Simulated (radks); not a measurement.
All-electron atom: the magnesium ion Mg4+ in [He] 2s2 2p3 3d1 (not the ground configuration).

Calculated with a radial shooting solver on a logarithmic mesh with Libxc functionals: non-relativistic Kohn-Sham, exchange-only PBE, spin-polarised, spherical densities, point nucleus; open shells are filled with parallel spins first.

Energy parts (hartree):
part                  energy
total             -188.24199
kinetic            188.24199
electron-nucleus  -422.60048
Hartree             59.36563
exchange           -13.24913

Orbitals (lengths in bohr, moments of r in powers of bohr; r(max) is where P^2 peaks):
| orbital | occ. | eigenvalue (hartree) | r(max) | <r> | <1/r> |
|---|---|---|---|---|---|
| 1s up | 1 | -50.97936 | 0.08540 | 0.1309 | 11.59 |
| 1s down | 1 | -50.78874 | 0.08526 | 0.1304 | 11.62 |
| 2s up | 1 | -6.65763 | 0.5171 | 0.6279 | 2.336 |
| 2s down | 1 | -6.20925 | 0.5234 | 0.6404 | 2.282 |
| 2p up | 3 | -5.57148 | 0.4336 | 0.5735 | 2.253 |
| 2p down | 0 | -5.08644 | 0.4420 | 0.5899 | 2.205 |
| 3d up | 1 | -1.29798 | 1.576 | 1.882 | 0.6385 |

The highest occupied level is 3d up at -35.320 eV. The configuration is held as typed, so some empty levels lie below it. The electron density at the nucleus is 1111 e/bohr^3. Summed over all electrons, <r^2> = 6.349 bohr^2, which gives a Langevin (diamagnetic) susceptibility term of -5.03 x 10^-6 cm^3/mol. Virial ratio -V/T = 2.00000. The density falls to 0.001 e/bohr^3 at r = 3.13 bohr.
